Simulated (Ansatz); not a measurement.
Ta, quartet (core potentials on Ta); PBE/def2-SVPD in Ansatz (a quantum-chemistry and plane-wave program).

Ansatz was given this input:
Ansatz 0.2 input:
```yaml
crystal:
  periodic: [false, false, false]
  atoms:
    - {symbol: Ta, position_ang: [0.00000000, 0.00000000, 0.00000000]}
basis:
  gaussian:
    orbitals: def2-SVPD
hamiltonian:
  xc: pbe
magnetization: {spin_polarized: true, initial_magnetization: 3}
```

Output, abridged:

```
Functional definition: PBE
316 factors; their error is unknown
mean field evaluation 1: about -1546.0721 eV, gradient 7.4e0 eV
mean field evaluation 2: about -1545.8531 eV, gradient 9.4e0 eV
mean field evaluation 4: about -1547.0415 eV, gradient 1.2e0 eV
mean field evaluation 8: about -1547.0653 eV, gradient 9.3e-2 eV
mean field evaluation 16: about -1547.0351 eV, gradient 1.2e-3 eV
mean field evaluation 32: about -1547.0416 eV, gradient 1.6e0 eV
mean field evaluation 64: about -1547.0351 eV, gradient 9.3e-3 eV
mean field evaluation 96: about -1547.0350 eV, gradient 5.2e-2 eV
mean field evaluation 128: about -1546.9027 eV, gradient 2.9e-1 eV
mean field evaluation 160: about -1543.1601 eV, gradient 8.7e0 eV
mean field evaluation 192: about -1547.0351 eV, gradient 1.8e-5 eV
mean field evaluation 224: about -1547.0547 eV, gradient 4.5e-3 eV
mean field -1547.03508783 eV, -56.8524908595 hartree, gradient 6.9e-6 eV, S^2 3.755588; 15 other end points of the search recorded, 0 dependent functions left out
reference -1547.03511178 eV, -56.8524917400 hartree; 8, 5 occupied and 27, 30 virtual orbitals, 316 factors
Total energy: -1547.03511178 eV, -56.8524917400 hartree
```
